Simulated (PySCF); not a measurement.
Compound: C6H7F2 (doublet state).
Structure used (GFN2-xTB), in Å, numbered top down from 1:
```
atom  x, y, z in Å
C1     2.892    0.399   -0.395
C2     1.799   -0.032    0.132
C3     0.681   -0.510    0.694
C4    -0.623   -0.198    0.330
C5    -1.817   -0.784    0.995
C6    -0.886    0.762   -0.779
F7    -1.646    1.819   -0.360
F8    -1.615    0.187   -1.782
H9     3.377   -0.108   -1.219
H10    3.395    1.291   -0.044
H11    0.809   -1.208    1.513
H12   -1.530   -1.457    1.798
H13   -2.421   -1.331    0.267
H14   -2.450    0.009    1.401
H15    0.031    1.171   -1.228
```

The hyperfine couplings belong to this conformer and change with its torsions.

Identity: `C=C=C[C](C)C(F)F` [radical].

Method: UKS B3LYP, pcH-1 on C F H, non-relativistic, mean-field spin-orbit, GIAO in PySCF 2.14.0. The structure is a single GFN2-xTB conformer in the gas phase; no vibrational or solvent corrections. The geometry wasn't refined by DFT: couplings that depend on bond lengths, twists or pyramidal angles can differ widely from those at the functional's own minimum. Stability of the SCF solution: not tested. ⟨S²⟩ is 0.774 where a pure state has 0.75.

Problem. Give the principal g shifts and their parts.

Solution. 
| Δg (ppm) | 1 | 2 | 3 |
| --- | --- | --- | --- |
| relativistic mass correction | -159 | -159 | -159 |
| gauge correction | 53 | 7 | 35 |
| orbital Zeeman/spin–orbit | -384 | 192 | 680 |
| total | -490 | 39 | 556 |

So g = 2.00183, 2.00236, 2.00288 and g_iso = 2.00235; the tensor is rhombic: the two nearest values differ by 49 % of g3 − g1. Axes: g1 points within 5° of the C1–C2 bond.

Problem. What effective moment and Curie constant follow for a powder?

Solution. With the mean of g² = 4.0094 and S(S+1) = 0.75: μ_eff = √(⟨g²⟩S(S+1)) = 1.734 μB and χT = 0.12505·⟨g²⟩·S(S+1) = 0.376 cm³ K/mol (cgs; spin-Hamiltonian part alone).

Problem. What are the electron Larmor frequencies g μB B/h along the three axes at 350 mT?

Solution. 9.8063, 9.8089, 9.8115 GHz for g1, g2 and g3, a range of 5.1 MHz.

Problem. In a frozen sample, at which fields do the three g values resonate at 9.5, 34, 94 and 263 GHz (hyperfine left aside), and which band first spreads them over more than twice a line width of 0.3 mT?

Solution. 
```
band    GHz  B(g3) mT  B(g2) mT  B(g1) mT  spread mT
   X    9.5    338.89    338.98    339.07       0.18
   Q   34.0   1212.87   1213.18   1213.50       0.63
   W   94.0   3353.22   3354.09   3354.97       1.75
   J  263.0   9381.89   9384.31   9386.79       4.90
```

The spread grows in proportion to the frequency. Q band is the first where it exceeds 0.6 mT.

The largest Mulliken spin populations are on C4 (+0.66), C2 (+0.57), C3 (-0.24) and C1 (-0.10). The angles at C4 add up to 360.0°, so it is planar.

The HOMO–LUMO gaps are 5.16 eV among the α and 5.37 eV among the β orbitals.
